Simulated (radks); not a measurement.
Task: Ionisation of neutral tin, [Kr] 4d10 5s2 5p2, to [Kr] 4d10 5s2 5p1 as the strength of local exchange is varied. Calculated with a radial shooting solver on a logarithmic mesh with Libxc functionals: Dirac Kohn-Sham, Slater X-alpha exchange (alpha = 2/3 is LDA exchange), no correlation, spin-unpolarised, spherical densities, finite nucleus; open shells are shared between the two j in proportion to 2j + 1; Fermi nuclear charge, rms radius 4.6519 fm.

| alpha | E(Sn) (hartree) | exchange (hartree) | IE (eV) | -e of the level emptied (eV) | <r> of it (bohr) |
|---|---|---|---|---|---|
| 0.571 | -6146.53477 | -132.26337 | 5.455 | 2.288 (5p3/2) | 3.532 |
| 0.667 | -6168.81140 | -155.05191 | 6.097 | 2.807 (5p3/2) | 3.383 |
| 0.958 | -6236.82169 | -225.09291 | 8.250 | 4.632 (5p3/2) | 3.029 |
| 1.004 | -6247.63897 | -236.29693 | 8.618 | 4.953 (5p3/2) | 2.983 |
| 1.047 | -6257.76718 | -246.80282 | 8.968 | 5.261 (5p3/2) | 2.942 |
| ? | -6143.98731 | -129.66228 | 5.384 | 2.232 (5p3/2) | 3.550 |

Which alpha was used in the last row?

Result: alpha = 0.56. NIST Atomic Spectra Database: 7.344 eV (measured). The Delta-SCF value meets it near alpha = 0.84. Spin polarisation and multiplet splitting are left out, so open shells lie too high by an amount that depends on their filling. Sharing an open shell by 2j + 1 raises it above the true ground level by a part of the spin-orbit splitting, which enters the differences from NIST.

Beside tabulated values, note that spin-unpolarised runs miss the spin-polarisation part of the exchange energy of open shells.
